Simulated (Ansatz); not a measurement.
System: InHBrF, charge 0, singlet. InHBrF (SMILES [F][InH][Br]).
B3LYP-D3(BJ)/def2-TZVP minimum from Ansatz (a first-principles code):
```
In
F 1 1.9556
H 1 1.6970 2 120.30
Br 1 2.4654 3 129.62 2 180.00
```
Charge 0, spin multiplicity 1.

Total energies in def2-TZVPP, 18 correlated electrons, 24 frozen orbitals. UHF or UKS for unpaired electrons; spin-orbit terms are left out. Cores are frozen in correlated methods (noble-gas shells, and filled d and f shells in the p block). Past Kr the def2 sets carry scalar-relativistic core potentials. Spin-orbit terms, left out, reach several kcal/mol for Br and I, and more for heavier atoms.

| method | program | energy (Eh) | minus CCSDT(Q) (mEh) |
|---|---|---|---|
| HF | Ansatz | -2861.77659 | 521.40 |
| MP2 | Ansatz | -2862.26099 | 37.00 |
| CCSD | Ansatz | -2862.27991 | 18.08 |
| CCSD(T) | Ansatz | -2862.29653 | 1.46 |
| CCSDT(Q) | Ansatz | -2862.29799 | 0.00 |

Rough core times of Ansatz's runs on a shared machine: CCSD(T) under 20 s, CCSDT(Q) 50 min.
